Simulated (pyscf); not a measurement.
**[F–Ga–F]•, doublet**

Gas-phase minimum from PySCF at ωB97X-D3(BJ)/def2-SVP, one conformer. 

```
Ga
F 1 1.7584
F 1 1.7586 2 116.62
```
Charge 0, spin multiplicity 2.

Properties at ωB97X-D3(BJ)/def2-SVP:

- Harmonic wavenumbers, unscaled = 183, 669, 715 cm⁻¹
- Zero-point energy = 2.2 kcal/mol
- Rotational symmetry number = 2
- Entropy of this conformer at 298 K and 1 atm, rigid rotor and harmonic oscillator, modes under 100 cm⁻¹ raised to 100 = 278.4 J/(mol K)
- Dipole moment = 2.35 D
- Spin expectation value S2 = 0.753

Single-point totals, which compare only within one level (frozen core for MP2 and CC):

| level | total energy (hartree) |
|---|---|
| ωB97X-D3(BJ)/def2-TZVP | -2124.64124 |
| PBE/def2-TZVP | -2124.20483 |
| r²SCAN/def2-TZVP | -2124.59145 |
| B3LYP-D3(BJ)/def2-TZVP | -2124.73305 |
| PBE0-D3(BJ)/def2-TZVP | -2124.23732 |
| M06-2X/def2-TZVP | -2124.61325 |
| ωB97M-D3(BJ)/def2-TZVP | -2124.73898 |
| UHF/def2-TZVPP | -2122.28036 |
| MP2/def2-TZVPP | -2122.98107 |
| CCSD/def2-TZVPP | -2122.97197 |
| CCSD(T)/def2-TZVPP | -2122.99503 |

The CCSD(T) − MP2 part came from Ansatz, without density fitting, on the same reference. The frozen core leaves the outer d or s,p core shells of the metals and heavy elements correlated in the MP2 and CC values, and def2-TZVPP describes them poorly, so these totals are far from the basis limit. Elements up to Kr have no core potential and no relativistic terms here.
